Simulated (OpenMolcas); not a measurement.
As: Slater's ratio, thermal populations, worked from levels

```yaml
Program: OpenMolcas
Basis: ANO-RCC-VTZP [6s5p3d1f]
Scalar_Hamiltonian: DKH2, point nucleus
Active_space: 5 electrons in 8 orbitals (4s 4p 5s 5p)
State_averaging: 2S+1 = 4 odd, 1 root; 2S+1 = 2 odd, 8 roots; 2S+1 = 4 even, 3 roots
Spin-orbit_coupling: state interaction with AMFI integrals over the reference wave functions, term energies averaged over their components
```

Methods: CASSCF; SS-CASPT2, IPEA 0.25 Eh, imaginary shift 0.1 Eh (closed shells correlated: 3d). Measured levels: NIST Handbook of Basic Atomic Spectroscopic Data.

**Slater's ratio.** With one set of orbitals, p3 has ²D° - ⁴S° = 9 F2 and ²P° - ²D° = 6 F2 (F2 = F²/25), a ratio of 2/3. Term energies are centres of gravity, weighted by 2J + 1.

```json
{"Source": "CASSCF", "²D° - ⁴S°": "14028", "²P° - ⁴S°": "19631", "F2 from the first": "1559", "Ratio": "0.399"}
{"Source": "SS-CASPT2", "²D° - ⁴S°": "11948", "²P° - ⁴S°": "19355", "F2 from the first": "1328", "Ratio": "0.620"}
{"Source": "measured", "²D° - ⁴S°": "10786", "²P° - ⁴S°": "18494", "F2 from the first": "1198", "Ratio": "0.715"}
```

Energies in cm-1. A ratio away from 2/3 shows effects beyond one configuration with one set of orbitals, and in heavier atoms second-order spin-orbit shifts. In CASSCF the valence s occupation is 1.95 in ²P° against 1.99 in ²D°: mixing out of s² acts most on ²P° and pulls it down.

**Thermal populations.** Z = Σ (2J + 1) exp(-E/kT) with k = 0.695035 cm-1/K, over the levels below. No other level of either list lies under 50600 cm-1, which is above 7 kT at each temperature.

```
          Level  2J + 1  SS-CASPT2  measured
4s² 4p³ ⁴S°_3/2       4        0.0       0.0
4s² 4p³ ²D°_3/2       4      11790     10593
4s² 4p³ ²D°_5/2       6      12050     10915
4s² 4p³ ²P°_1/2       2      19160     18186
4s² 4p³ ²P°_3/2       4      19450     18648
```

```
T (K)  Z, SS-CASPT2  Z, measured levels  Ground level (%), SS-CASPT2  Ground level (%), measured levels
 5000         4.345               4.479                         92.1                               89.3
 8000         5.352               5.654                         74.7                               70.8
```

At 8000 K, kT = 5560 cm-1, and the computed levels give Z = 4.000 + 0.480 + 0.687 + 0.064 + 0.121 = 5.352.

Term energies are means over components that CASPT2 splits; among the terms shown or strongly mixed into the levels shown the widest spread is 92 cm-1 (4s² 4p³ ²D°, SS-CASPT2). Active for correlation alone: 5p 5s; no level in the range computed is led by a configuration that fills them, so any true level of that kind is missing. Without dynamic correlation excited terms often stand tens of per cent too high (terms of higher spin than the ground term too low), and those without a measured partner can miss by more than the paired ones (holds for CASSCF). Some levels mix across a computed gap that differs much from the measured one, so their mixing is not that of the real levels (holds for CASSCF). Computed and measured levels are paired by configuration, term and J; levels that our copy of the source lacks, or whose pairing is in doubt (as where it misses far off the trend of its configuration), stay unpaired and out of the deviations. Levels of configurations outside the active space are missing.

° marks odd parity.
